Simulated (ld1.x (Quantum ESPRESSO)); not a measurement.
# indium, TM: configuration errors across variants

indium, norm-conserving Troullier–Martins (Kleinman–Bylander form), made with ld1.x (Quantum ESPRESSO) 7.5 (BLYP, scalar-relativistic). Core [Kr], reference 4d10 5s2 5p0 (charge +1). Waves: 5p (bound, empty): rc 2.40 bohr; 4d (bound): rc 1.80 bohr; 5s (bound): rc 1.55 bohr. Local part: the s channel. Core correction: none.

All-electron excitation energies from the reference (eV): (1) 4d10 5s2 5p1 -5.357; (2) 4d10 5s1 5p0 19.323; (3) 4d10 5s0 5p0 47.860; (4) 4d9 5s2 5p2 12.819; (5) 4d9 5s0 5p0 104.104; (6) 4d9 5s2 5p1 19.543; (7) 4d10 5s1 5p1 6.583.

2 further variants failed, have other tests or too few solved ones, and are left out.

A true bound ghost makes a file unfit for plane-wave use even where its test errors are small: the radial tests pick states by their node count and pass the ghost by.

Errors AE − PS in meV (a dash: test not solved or not reliable):

| change | (1) | (2) | (3) | (4) | (5) | (6) | (7) | bound ghosts |
| --- | --- | --- | --- | --- | --- | --- | --- | --- |
| base | +2.3 | +13 | +19 | -162 | -199 | -89 | -2.3 | none |
| all radii scaled by about 0.93 (s 1.44, p 2.24, d 1.68 bohr) | +4.5 | +27 | +57 | +307 | -196 | +519 | +11 | p, s (extra level of the local part) |
| all radii scaled by about 1.22 (s 1.90, p 2.94, d 2.20 bohr) | – | +4.4 | +27 | -160 | -86 | -137 | – | none |

(1) Give the same row for: all radii scaled by about 1.07 (s 1.66, p 2.56, d 1.92 bohr).

## Answers

(1) +2.6, +8.2, +32, -213, -148, -165, -2.0; bound ghosts: none.
